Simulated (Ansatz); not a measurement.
Basis sets compared for the cluster Ag2Pd2⁻ (the lowest doublet isomer of a short search). Total charge -1; doublet. Geometry r2SCAN-D4/def2-SVPD. Ansatz on 4 threads of Arm Neoverse V1 on a shared host; times are rough, and most runs start from earlier orbitals.

```tsv
atom	x (Å)	y (Å)	z (Å)
Pd1	-0.103	0.191	-1.239
Pd2	0.104	-0.191	1.238
Ag3	-0.443	2.313	0.225
Ag4	0.441	-2.314	-0.224
```

In the def2 sets Ag, Pd take a core potential; there is no spin–orbit coupling. At PBE-D4/def2-SVPD, PBE-D4/def2-TZVPD the highest occupied level of the charge -1 doublet lies above zero (up to 0.04 eV). By energy differences its removal costs 1.92 eV (vertical, to the charge 0 triplet, at PBE0-D4/def2-TZVPD). The structure comes from a short search, and lower isomers may exist.

| level | functions | energy (Eh) | HOMO (eV) | LUMO (eV) | wall time |
| --- | --- | --- | --- | --- | --- |
| PBE-D4/def2-SVPD | 136 | -549.8663 | 0.04 | 0.21 | 7.5 s |
| PBE0-D4/def2-SVPD | 136 | -549.7383 | -0.48 | 1.10 | 12 s |

(1) Estimate the rows for PBE-D4/def2-TZVPD (with forces), PBE0-D4/def2-TZVPD.

Results:

(1) 
```tsv
level	functions	energy (Eh)	HOMO (eV)	LUMO (eV)	wall time
PBE-D4/def2-TZVPD (with forces)	160	-550.0101	0.01	0.19	9.5 s
PBE0-D4/def2-TZVPD	160	-549.8760	-0.49	1.11	14 s
```
